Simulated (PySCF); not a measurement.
A ladder of Hamiltonians for Ag³³⁺ (silver, charge +33)

Occupied: 1s1/2, 2s1/2, 2p1/2, 2p3/2, 3s1/2, 3p1/2. Hartree-Fock calculated with PySCF 2.14 in an even-tempered Gaussian basis (21 s from 2.6 bohr⁻², ratio 2.3; 15 p from 3.1 bohr⁻², ratio 2.3), Gaussian nucleus throughout. NR is non-relativistic, sf-X2C the spin-free one-electron X2C Hamiltonian, X2C adds the bare one-electron spin-orbit term, X2C-SNSO screens it by Boettger's factors, DC is four-component Dirac-Coulomb, and the Gaunt and Breit terms are added at first order (total energies over the DC spinors, levels after relaxing the spinors in that mean field). QED terms are absent. Levels marked empty are virtual spinors of this ion; the basis has s and p functions only, so 3d, which can lie below the n = 4 levels, is absent.

```csv
Hamiltonian,E (hartree),E − E(DC) (hartree),CPU seconds
X2C,-4454.0528,0.9772,0.51
X2C-SNSO,-4453.8719,1.1581,0.51
DC,-4455.0300,0.0000,26
DC+Gaunt,-4451.5095,3.5205,46
DC+Breit,-4451.8283,3.2017,130
```

| level (eV) | X2C | X2C-SNSO | DC | DC+Gaunt | DC+Breit |
| --- | --- | --- | --- | --- | --- |
| 1s1/2 | -27485.9 | -27486.2 | -27505.9 | -27450.1 | -27453.8 |
| 2s1/2 | -5615.8 | -5615.9 | -5618.2 | -5612.9 | -5613.2 |
| 2p1/2 | -5360.1 | -5354.3 | -5355.1 | -5345.8 | -5346.8 |
| 2p3/2 | -5161.0 | -5163.6 | -5165.3 | -5158.9 | -5159.8 |
| 3s1/2 | -2160.2 | -2160.2 | -2160.7 | -2159.5 | -2159.6 |
| 3p1/2 | -2075.8 | -2074.4 | -2074.6 | -2072.3 | -2072.6 |
| 3p3/2 (empty) | -1960.5 | -1961.1 | -1961.5 | -1960.0 | -1960.3 |
| 4s1/2 (empty) | -1094.6 | -1094.6 | -1094.7 | -1094.3 | -1094.3 |

```
interval (eV)    X2C  X2C-SNSO     DC  DC+Gaunt  DC+Breit
2p3/2 − 2p1/2  199.1     190.7  189.8     187.0     187.0
```

Weight of the small component: 1s1/2 0.0297, 2s1/2 0.00643, 2p1/2 0.00638, 2p3/2 0.00612, 3s1/2 0.00232, 3p1/2 0.00228, 3p3/2 0.00219, 4s1/2 0.00112.

Koopmans' value for the highest occupied level at DC+Breit: 2072.6 eV, against an ionisation energy of 2077 ± 4 eV (semi-empirical (NIST evaluation); NIST Atomic Spectra Database, ionization energies); the former lacks relaxation, correlation, QED and recoil.

The whole ladder took 210 s of wall time on 1 thread of Neoverse-N1 (shared host), launched as `OMP_NUM_THREADS=1 python relrun2.py TASK.json OUT` (a driver that calls PySCF for each Hamiltonian).
